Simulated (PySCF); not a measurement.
# ECD: `InChI=1S/C8H13Cl/c9-8-6-4-2-1-3-5-7-8/h6H,1-5,7H2/b8-6-`

Molfile (atoms numbered from 1):
```
C8H13Cl
     RDKit          3D

 22 22  0  0  0  0  0  0  0  0999 V2000
    0.2095    2.2083   -1.2828 Cl  0  0  0  0  0  0  0  0  0  0  0  0
    0.2115    1.9071    0.4431 C   0  0  0  0  0  0  0  0  0  0  0  0
    1.2921    1.4192    1.0622 C   0  0  0  0  0  0  0  0  0  0  0  0
    2.3640    0.6371    0.3964 C   0  0  0  0  0  0  0  0  0  0  0  0
    1.8805   -0.8323    0.4413 C   0  0  0  0  0  0  0  0  0  0  0  0
    0.4291   -1.0713   -0.0140 C   0  0  0  0  0  0  0  0  0  0  0  0
   -0.7169   -0.7766    0.9928 C   0  0  0  0  0  0  0  0  0  0  0  0
   -1.6765    0.3862    0.6887 C   0  0  0  0  0  0  0  0  0  0  0  0
   -1.1470    1.7944    1.0410 C   0  0  0  0  0  0  0  0  0  0  0  0
    1.1755    1.2670    2.1421 H   0  0  0  0  0  0  0  0  0  0  0  0
    3.3418    0.7253    0.8953 H   0  0  0  0  0  0  0  0  0  0  0  0
    2.4861    0.9628   -0.6474 H   0  0  0  0  0  0  0  0  0  0  0  0
    1.9984   -1.2182    1.4700 H   0  0  0  0  0  0  0  0  0  0  0  0
    2.5567   -1.4391   -0.1847 H   0  0  0  0  0  0  0  0  0  0  0  0
    0.3611   -2.1358   -0.2906 H   0  0  0  0  0  0  0  0  0  0  0  0
    0.2511   -0.5195   -0.9519 H   0  0  0  0  0  0  0  0  0  0  0  0
   -0.2978   -0.6453    2.0064 H   0  0  0  0  0  0  0  0  0  0  0  0
   -1.3410   -1.6823    1.0633 H   0  0  0  0  0  0  0  0  0  0  0  0
   -1.9377    0.3678   -0.3832 H   0  0  0  0  0  0  0  0  0  0  0  0
   -2.6209    0.2262    1.2353 H   0  0  0  0  0  0  0  0  0  0  0  0
   -1.0596    1.8918    2.1358 H   0  0  0  0  0  0  0  0  0  0  0  0
   -1.8411    2.5704    0.6840 H   0  0  0  0  0  0  0  0  0  0  0  0
  1  2  1  0
  2  3  2  0
  3  4  1  0
  4  5  1  0
  5  6  1  0
  6  7  1  0
  7  8  1  0
  8  9  1  0
  9  2  1  0
  3 10  1  0
  4 11  1  0
  4 12  1  0
  5 13  1  0
  5 14  1  0
  6 15  1  0
  6 16  1  0
  7 17  1  0
  7 18  1  0
  8 19  1  0
  8 20  1  0
  9 21  1  0
  9 22  1  0
M  END
```

Level of theory: TDDFT CAM-B3LYP/aug-cc-pVDZ circular dichroism and optical rotation, one conformer, gas phase in PySCF. Geometry: PBE0-D3(BJ)/def2-SVP.

No stereocentre is labelled: unless the shape is locked (an allene, a helicene, a hindered biaryl), the mirror image is equally populated and a measured rotation or CD is zero.

(1) List the lowest 12 singlet excitations with oscillator and rotatory strengths.

## Answers

(1) Rotatory strengths R in 10⁻⁴⁰ esu² cm², velocity form and length form (origin at the centre of mass); f in length form.
| state | E (eV) | λ (nm) | f | R (velocity) | R (length) | main |
| --- | --- | --- | --- | --- | --- | --- |
| 1 | 5.71 | 217 | 0.046 | +12.6 | +13.3 | HOMO→LUMO 0.41, HOMO→LUMO+2 0.15 |
| 2 | 6.10 | 203 | 0.147 | +71.7 | +75.0 | HOMO→LUMO+1 0.34, HOMO→LUMO+4 0.20 |
| 3 | 6.47 | 192 | 0.019 | -13.8 | -14.1 | HOMO→LUMO+3 0.17, HOMO→LUMO 0.15 |
| 4 | 6.54 | 190 | 0.023 | -15.1 | -15.6 | HOMO→LUMO+3 0.31, HOMO→LUMO+2 0.23 |
| 5 | 6.61 | 188 | 0.015 | -18.9 | -19.0 | HOMO→LUMO+1 0.30, HOMO→LUMO+4 0.29 |
| 6 | 6.81 | 182 | 0.009 | +7.9 | +7.9 | HOMO→LUMO+2 0.25, HOMO→LUMO+3 0.25 |
| 7 | 7.20 | 172 | 0.004 | -5.1 | -5.1 | HOMO→LUMO+7 0.72 |
| 8 | 7.25 | 171 | 0.006 | +5.9 | +5.8 | HOMO−1→LUMO+4 0.17, HOMO−1→LUMO+1 0.17 |
| 9 | 7.29 | 170 | 0.018 | -20.9 | -21.0 | HOMO→LUMO+6 0.38, HOMO−1→LUMO+4 0.09 |
| 10 | 7.33 | 169 | 0.007 | +8.2 | +8.4 | HOMO→LUMO+5 0.50, HOMO→LUMO+8 0.19 |
| 11 | 7.46 | 166 | 0.0006 | +2.7 | +2.8 | HOMO→LUMO+9 0.68, HOMO→LUMO+3 0.09 |
| 12 | 7.54 | 164 | 0.031 | -24.5 | -24.7 | HOMO→LUMO+8 0.32, HOMO→LUMO+5 0.11 |

Among the states computed, the strongest CD band (largest |R|) is state 2. The largest dissymmetry factor in size, g = 4R/(D+G), with D and G the electric and magnetic dipole strengths, is +0.051 for state 11 (velocity form, f = 0.0006), among bands with |R| over 0.5. The mirror image has the same energies and oscillator strengths and all R with the opposite sign.
